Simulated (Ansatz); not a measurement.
One change: `OC[TeH]` becomes `OCF`.

Ansatz, PBE0-D4/def2-TZVP geometries, multiplicity 1. Each molecule was computed in one conformer, which needn't be the lowest.

Elements past krypton have def2 core potentials.

```csv
property,`OC[TeH]`
LUMO energy (ωB97M-V/def2-TZVPP) / eV,1.03
zero-point energy (PBE0-D4/def2-TZVP) / kJ/mol,127.6
LUMO energy (PBE0/def2-TZVPP) / eV,-0.75
size of the dipole moment (ωB97M-V/def2-TZVPP) / D,1.22
HOMO energy (PBE/def2-TZVPP) / eV,-5.30
"ideal-gas entropy at 298 K and 1 bar (rigid rotor, harmonic PBE0-D4/def2-TZVP) / J/(mol·K)",306
```

Q: What does the change do to each property? (Best estimate.)

A: Ansatz gave: 
```csv
property,`OCF`,shift
LUMO energy (ωB97M-V/def2-TZVPP) / eV,2.43,1.40
zero-point energy (PBE0-D4/def2-TZVP) / kJ/mol,118.9,-8.7
LUMO energy (PBE0/def2-TZVPP) / eV,0.99,1.74
size of the dipole moment (ωB97M-V/def2-TZVPP) / D,1.82,0.60
HOMO energy (PBE/def2-TZVPP) / eV,-7.37,-2.07
"ideal-gas entropy at 298 K and 1 bar (rigid rotor, harmonic PBE0-D4/def2-TZVP) / J/(mol·K)",257,-49
```

With PBE0 the HOMO falls by 2.76 eV and the LUMO rises by 1.74 eV, so the gap widens by about 4.50 eV. PBE moves the HOMO by -2.07 eV and ωB97M-V by -3.10 eV. The zero-point energy changes by -8.7 kJ/mol with -3 modes. Dipoles are sizes alone; their direction can turn.

Spin–orbit coupling is left out; it splits and shifts lone-pair levels of the heavy atoms by tenths of an eV.
